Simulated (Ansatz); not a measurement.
`BB(F)OC` + H₂S → `BS` + `COBF`  (cleavage of the B–B bond)

Gas-phase electronic energies from Ansatz, PBE0-D4/def2-TZVP geometries. CBS: MP2 limit from def2 TZ/QZ plus the TZ coupled-cluster correction, frozen cores. This one scheme is used for every species. Functionals use def2-TZVPP. B3LYP here is the variant with VWN-RPA as its local correlation; programs differ in this. Each species was taken in one conformer, which may not be the lowest.

```json
{"level": "LDA (SPW92)", "ΔE (kJ/mol)": "-137.8", "difference from CCSD(T)/CBS": "-8.1"}
{"level": "revPBE-D4", "ΔE (kJ/mol)": "-130.8", "difference from CCSD(T)/CBS": "-1.1"}
{"level": "r2SCAN-D4", "ΔE (kJ/mol)": "-134.5", "difference from CCSD(T)/CBS": "-4.8"}
{"level": "PBE0-D4", "ΔE (kJ/mol)": "-131.2", "difference from CCSD(T)/CBS": "-1.5"}
{"level": "revPBE", "ΔE (kJ/mol)": "-133.5", "difference from CCSD(T)/CBS": "-3.8"}
{"level": "BLYP", "ΔE (kJ/mol)": "-134.0", "difference from CCSD(T)/CBS": "-4.3"}
{"level": "B3LYP", "ΔE (kJ/mol)": "-132.5", "difference from CCSD(T)/CBS": "-2.8"}
{"level": "HF/def2-SVP", "ΔE (kJ/mol)": "-129.1", "difference from CCSD(T)/CBS": "0.6"}
{"level": "CCSD(T)/def2-SVP", "ΔE (kJ/mol)": "-141.2", "difference from CCSD(T)/CBS": "-11.5"}
{"level": "SCS-MP2/def2-TZVPP", "ΔE (kJ/mol)": "-133.1", "difference from CCSD(T)/CBS": "-3.4"}
{"level": "CCSD(T)/CBS", "ΔE (kJ/mol)": "-129.7", "difference from CCSD(T)/CBS": "0"}
```

Largest T1 diagnostic among the species: 0.015.

At CCSD(T), def2-SVP lies −11.5 kJ/mol from the extrapolated value and def2-TZVPP −0.3 kJ/mol. In def2-TZVPP, CCSD(T) changes the Hartree–Fock value by −5.1 kJ/mol (the triples alone add −3.0 kJ/mol) and MP2 by −12.5 kJ/mol. From BLYP to BHLYP (50 % exact exchange), in def2-TZVPP and without D4, ΔE moves by +3.7 kJ/mol.
